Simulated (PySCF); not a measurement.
`InChI=1S/C4H5BrO/c5-4(6)3-1-2-3/h3H,1-2H2`

Cartesian coordinates in Å; atom numbers follow the order of the lines, from 1:
```xyz
11

O     2.2907   -1.3810    0.6898
C     1.6954   -0.5880    0.0486
Br    2.5283    0.1357   -1.6065
C     0.3546   -0.0484    0.3428
C    -0.0222    1.3843    0.0398
C    -0.6360    0.2906   -0.7480
H    -0.0349   -0.4924    1.2630
H     0.7384    1.9984   -0.4481
H    -0.6144    1.8918    0.8049
H    -1.6728    0.0063   -0.5536
H    -0.2972    0.1528   -1.7775
```

The calculation used PySCF 2.14.0, GIAO B3LYP/pcSseg-1 magnetisability, rotational g tensor and spin-rotation constants, non-relativistic, gas phase. Geometry: PBE0-D3(BJ)/def2-SVP.

The calculation is non-relativistic, which matters for the atoms heavier than Zn.

(1) Give the nuclear spin-rotation constants along the inertial axes (H = +C I·J) beside the isotropic shieldings.

(2) How do the rotational constants and the g tensor change when H7, H8, H9, H10, H11 are replaced by deuterium?

Results:

(1) Rotational constants 3.5836, 1.7954, 1.3184 GHz. A star marks the isotopologue with that one atom substituted, in its own axes.
| atom | isotope | Caa (kHz) | Cbb (kHz) | Ccc (kHz) | mean (kHz) | σ (ppm) |
| --- | --- | --- | --- | --- | --- | --- |
| Br3 | 79Br | 5.529 | 4.223 | 3.187 | 4.313 | 1746.2 |
| H7 | 1H | -0.166 | -0.063 | -0.154 | -0.128 | 29.8 |
| H8 | 1H | -0.188 | -0.122 | -0.102 | -0.137 | 29.9 |
| H9 | 1H | -0.089 | -0.199 | -0.093 | -0.127 | 30.4 |
| H10 | 1H | -0.089 | -0.199 | -0.093 | -0.127 | 30.4 |
| H11 | 1H | -0.188 | -0.122 | -0.102 | -0.137 | 29.9 |
| O1 | 17O* | -2.221 | -1.534 | -0.238 | -1.331 | -281.0 |
| C2 | 13C* | 1.883 | 0.680 | 0.455 | 1.006 | -13.7 |
| C4 | 13C* | 0.215 | 0.455 | 0.242 | 0.304 | 152.0 |
| C5 | 13C* | 0.342 | 0.250 | 0.260 | 0.284 | 166.0 |

For the geometry as given, no vibrational averaging.

(2) Constants 3.2860, 1.6055, 1.2133 GHz; g -0.0132, -0.0101, -0.0074, against -0.0139, -0.0112, -0.0078 before.
